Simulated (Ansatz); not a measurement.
Basis-set extrapolation for `C=C1CB1C` (PBE0-D4/def2-TZVP geometry, frozen core, the Gaussian-basis code of Ansatz). Multiplicity 1, RHF reference.

```csv
,def2-TZVPP,def2-QZVPP
HF,-180.218363,-180.226327
MP2 correlation,-0.752321,-0.799736
CCSD(T) correlation,-0.831820,not run
```

Energies in hartree. Use E(X) = E(∞) + A·exp(−7.88·√X) for Hartree–Fock and E(X) = E(∞) + B·X^(−2.97) for correlation, with X = 3 and 4, and add CCSD(T) minus MP2 of the smaller set to the MP2 limit.

What is the CCSD(T) energy at the basis-set limit?

HF limit: -180.226327 + (-0.007964) × 0.13774 = -180.22742. MP2 limit: -0.799736 + (-0.047415) × 0.74074 = -0.83486. Higher-order term: -0.831820 − (-0.752321) = -0.07950. Total: -181.14178 hartree, 2.49 eV below CCSD(T)/def2-TZVPP.
